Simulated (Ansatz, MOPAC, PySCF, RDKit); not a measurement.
Noncovalent pair: PH3 (SMILES P) (first 4 atoms) with HI (SMILES I); geometry from B3LYP-D3(BJ)/def2-TZVP, rigid monomers moved along the line of their centres of mass till P1···H6 is 2.32 Å.
(charge 0, multiplicity 1):
```xyz
6

P     -0.496    -0.553     0.414
H     -1.848    -0.670     0.010
H     -0.162     0.400    -0.579
H     -0.054    -1.666    -0.342
I      0.487    -0.060     4.211
H      0.086    -0.264     2.644
```

Interaction energies are E(AB) − E(A) − E(B) at the monomers' geometry in the complex; basis-set methods are counterpoise corrected. Rows marked so take none. RDKit's UFF carries no charges.

Correlated levels freeze the cores. Filled d and f shells under p-block atoms count as core. Rows in STO-3G carry no dispersion term and start afresh at each structure; the Pople sets are all-electron and without relativity. The state reached by PM6 isn't checked.

Programs: Ansatz (an electronic-structure program) with Gaussian orbitals; MOPAC for PM6 (differences of heats of formation); PySCF for STO-3G rows, the dispersion terms; RDKit for the force fields. Values without a source in brackets are computed. In def2 rows elements past Kr take small-core potentials, without spin–orbit coupling.

| level | interaction energy (meV) |
|---|---|
| UFF | 473.6 |
| PM6 | -90.6 |
| HF/STO-3G (no counterpoise) | -69.6 |
| PBE/def2-TZVPPD | -106.8 |
| r2SCAN-D3(BJ)/def2-TZVPPD | -106.1 |
| B3LYP/def2-TZVPPD | -19.7 |
| PBE0-D3(BJ)/def2-TZVPPD | -129.3 |
| wB97M-V/def2-TZVPPD | -35.9 |
| CCSD(T)/def2-SVPD | ___ |

Task: Complete the blanks.

Result: 
- CCSD(T)/def2-SVPD, interaction energy (meV): 24.2
